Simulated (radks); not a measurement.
Values are calculated unless marked as measured or tabulated.
The nuclear charge of the tantalum ion Ta2+ is varied continuously with 71 electrons held in [Xe] 4f14 5d3. Code: a radial shooting solver on a logarithmic mesh with Libxc functionals. Model: Dirac Kohn-Sham, PBE, spin-unpolarised, spherical densities, finite nucleus; open shells fill j = l - 1/2 first; Fermi nuclear charge, rms radius 5.3507 fm. By the Hellmann-Feynman theorem dE/dZ = E(electron-nucleus)/Z, the electronic potential at the nucleus (averaged over a nucleus of fixed radius).

| Z | E (hartree) | E(electron-nucleus)/Z (hartree) | HOMO | e(HOMO) (eV) | <r> HOMO (bohr) |
|---|---|---|---|---|---|
| 72.5 | -15357.6231 | -527.512 | 5d3/2 | -12.914 | 2.128 |
| 72.75 | -15489.8525 | -530.324 | 5d3/2 | -15.629 | 2.039 |
| 73 | -15622.7851 | -533.138 | 5d3/2 | -18.507 | 1.963 |
| 73.25 | -15756.4217 | -535.955 | 5d3/2 | -21.534 | 1.896 |
| 73.5 | -15890.7631 | -538.777 | 5d3/2 | -24.703 | 1.837 |
| 73.75 | -16025.8103 | -541.602 | 5d3/2 | -28.003 | 1.784 |
| 74 | -16161.5643 | -544.431 | 5d3/2 | -31.430 | 1.736 |

The central difference of E at Z = 73 is -533.138 hartree, to compare with the third column; the second derivative is -11.3 hartree.
